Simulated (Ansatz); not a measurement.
Job for Ansatz (a quantum-chemistry and plane-wave program): R-RI-MP2/def2-QZVPP on H2SSe2 (SMILES S[Se][SeH]), a point of a torsion scan. Files ending in .json are basis or fitting sets from the Basis Set Exchange. The run froze 33 orbitals, filled d shells among them.

Ansatz 0.2 input:
```yaml
crystal:
  periodic: [false, false, false]
  atoms:
    - {symbol: S, position_ang: [1.80734359, -0.44436433, -0.64297745]}
    - {symbol: Se, position_ang: [-0.24870594, -1.22257692, -0.46480140]}
    - {symbol: Se, position_ang: [-0.19706089, -2.54949134, 1.40802523]}
    - {symbol: H, position_ang: [1.48422392, 0.84529620, -0.54477994]}
    - {symbol: H, position_ang: [-0.55883667, -1.53115719, 2.38877745]}
basis:
  gaussian:
    orbitals: def2-QZVPP.json
    fitting: {mean_field: def2-universal-JKFIT, correlation: def2-QZVPP-RIFIT.json}
magnetization: {spin_polarized: false}
correlation: {method: mp2, electrons: outside_noble_gas}
scf: {lower_state_search: off}
```

Program output:

```
WARN ansatz: RAYON_NUM_THREADS=1 ignored (pool sized by the plan → 1); use --threads N
Functional definition: HF
these checks for a lower state are left out or cut short: stability, starts, cluster_reference, orbital_swaps, neighbouring_geometries, increment
integrals: 0.50 GiB planned
696 factors; integrals over basis functions are off by at most 2.4e0 eV
mean field: 0.86 GiB planned
mean field evaluation 1: about -141457.9046 eV, gradient 1.6e1 eV
mean field evaluation 2: about -141458.7476 eV, gradient 7.8e0 eV
mean field evaluation 4: about -141458.9164 eV, gradient 9.9e-1 eV
mean field -141458.92173032 eV, -5198.5194892884 hartree, gradient 1.8e-6 eV, S^2 0.000000; 0 other end points of the search recorded, 0 dependent functions left out
33 core orbitals not correlated
875 factors; their error is unknown
reference -141458.92173032 eV, -5198.5194892884 hartree; 10, 10 occupied and 265, 265 virtual orbitals, 875 factors
second order -14.44003616 eV of doubles, -0.00000000 eV of singles
Total energy: -141473.36176648 eV, -5199.0501508294 hartree
Checks for a lower state left out: stability, starts, cluster_reference, orbital_swaps, neighbouring_geometries, increment
```

The calculation finished and met its thresholds.

Cost: roughly 5 core-seconds.
